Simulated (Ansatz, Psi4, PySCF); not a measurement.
H4P, charge +1, singlet, geometry from GFN2-xTB. Base run: B3LYP/def2-TZVP (PySCF).

PySCF was given this input:
```python
from pyscf import gto, scf, dft

mol = gto.M(
    atom='''
P    -0.000000   -0.000000   -0.000000
H    -0.009873    1.282593   -0.495151
H     1.126861   -0.652796   -0.440861
H    -1.118261   -0.669096   -0.438315
H     0.001273    0.039299    1.374326
''',
    basis='def2-tzvp',
    charge=1,
    spin=0,
    verbose=4,
)

mf = dft.RKS(mol)
mf.xc = 'b3lyp'
mf.kernel()
```

The same geometry, method and basis name were run in Ansatz (a first-principles code) and Psi4 and PySCF, at each program's defaults and at the settings that a row names. The base is PySCF at its defaults. Differences at the defaults can come from grids, fitting, cores and function types together.

```csv
code and settings,ΔE vs base (mEh),basis functions,E (Eh),SCF cycles
"PySCF, defaults (exact integrals, its default grid, spherical functions)",0.000,61,-343.48336,7
"Psi4, defaults (density fitting with its default set, its default grid, spherical functions)",-0.044,61,-343.48341,6
"Ansatz, defaults (factorised integrals, its default grid, spherical functions)",0.003,61,-343.48336,-
"PySCF, density fitting with def2-universal-jkfit",-0.041,61,-343.48340,7
"PySCF, fine grid",0.000,61,-343.48336,7
"Psi4, exact integrals, spherical functions, fine grid",0.000,61,-343.48336,7
"Ansatz, high accuracy",0.000,61,-343.48336,-
```
